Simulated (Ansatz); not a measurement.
Relaxed structures of BH$_{2}$Se, doublet (PBE0-D4/def2-TZVP; forces vanish, vibrations not checked; lower isomers may exist, and structures with a doubtful reference or unclear bonds are left out; Å). Program: Ansatz 0.2.0. Basis: def2-TZVPP. Cores are frozen in the correlated methods; orbitals are unrestricted. Filled d shells of the heavier atoms are correlated. The def2 sets are not built for correlating such inner shells, so the correlated values are less sure here.

Rank them by CCSD(T) energy, lowest first, and give each one's height above the lowest. Links in brackets join atoms within 1.22 times the sum of their covalent radii (1.1 for two metals). (Judge from chemistry; the value comes from the calculation.)
A.
BH₂Se ([BH2][Se])
```
4
angstrom
B -0.1522 0.0342 -0.0784
Se 1.4714 -0.3307 0.7581
H -1.1102 -0.6265 0.1969
H -0.2090 0.9230 -0.8766
```
B.
BH₂Se ([B][SeH2])
```
4
angstrom
B 1.7499 -0.3932 0.9016
Se -0.0768 0.0173 -0.0396
H -1.4389 -0.5885 0.0590
H -0.5007 1.0244 -1.0583
```
C.
BH₂Se ([BH][SeH])
```
4
angstrom
B 0.0953 -0.0033 -0.1246
Se 1.3759 -0.7645 1.0056
H 2.3486 0.3536 1.0907
H 0.0220 1.0569 -0.6545
```

By the calculation: A (0.00 kcal/mol), C (29.06 kcal/mol), B (106.10 kcal/mol). Heights count from the lowest.

The T1 diagnostic stays at or below 0.021. ⟨S²⟩ of the unrestricted Hartree–Fock references: 0.76 to 0.78 (a pure state has 0.75).

For scale, one of the runs: CCSD(T)/def2-TZVPP, 107 basis functions, launched by `ansatz run in.yaml --threads 2 --pin off --events-out ev --progress --plain --max-ram 4352MiB`. The run took 17 s on 2 CPU threads of an Arm Neoverse V1 (shared host), with 0.79 GiB of host memory at its peak.
